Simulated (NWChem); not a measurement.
System: MoO2Cl, doublet; SMILES [O]=[Mo](=[O])[Cl]

The spin multiplicity was typed, not searched, and may not be the lowest. def2 effective core potentials on Mo; no spin-orbit coupling.

Question: Give the equilibrium geometry at PBE-D3(BJ)/def2-SVP with def2 effective core potentials on Mo, spin-unrestricted (NWChem) as a list of bonds and angles, with the point group.

Answer: point group Cs; any orientation.
Bond lengths (Å): Mo1–O2 1.693, Mo1–O3 1.693, Mo1–Cl4 2.279. Angles (°): O2–Mo1–O3 110.1, O2–Mo1–Cl4 117.3, O3–Mo1–Cl4 117.3.
